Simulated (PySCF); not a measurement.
## Energy of Ti²⁺ (titanium, charge +2) between two integer charges

The 3d alpha orbital of [Ar] 3d2 is emptied in steps (occupation f), with all orbitals relaxed, ending at [Ar] 3d1. Computed with PySCF 2.14 in jorge-DZP-DKH (8s6p2d1f, 43 functions), with the spin-free X2C one-electron Hamiltonian (Gaussian nucleus). The exact energy is a straight line in f; departures are measured from the line between the end points of the same method.

Problem. Among UHF, LDA, PBE, which shows the largest delocalisation error (convex curve), and which is closest to linear?

Solution. Most convex: LDA (-1.868 eV at f = 0.5); closest to linear: UHF (0.275 eV).

```json
{"f": "1", "UHF (eV)": "0.000", "LDA (eV)": "0.000", "PBE (eV)": "0.000"}
{"f": "0.75", "UHF (eV)": "0.213", "LDA (eV)": "-1.382", "PBE (eV)": "-1.359"}
{"f": "0.5", "UHF (eV)": "0.275", "LDA (eV)": "-1.868", "PBE (eV)": "-1.832"}
{"f": "0.25", "UHF (eV)": "0.200", "LDA (eV)": "-1.418", "PBE (eV)": "-1.387"}
{"f": "0", "UHF (eV)": "0.000", "LDA (eV)": "0.000", "PBE (eV)": "0.000"}
```

```csv
method,E(f=0) − E(f=1) (eV),−ε at f=1 (eV),−ε at f=0.5 (eV)
UHF,26.616,27.794,26.580
LDA,28.055,20.784,27.960
PBE,27.992,20.834,27.916
```

Reference removal energy between the ground levels: 27.492 eV (measured; NIST Atomic Spectra Database, ionization energies). The calculation has no spin-orbit coupling. UHF lacks correlation.
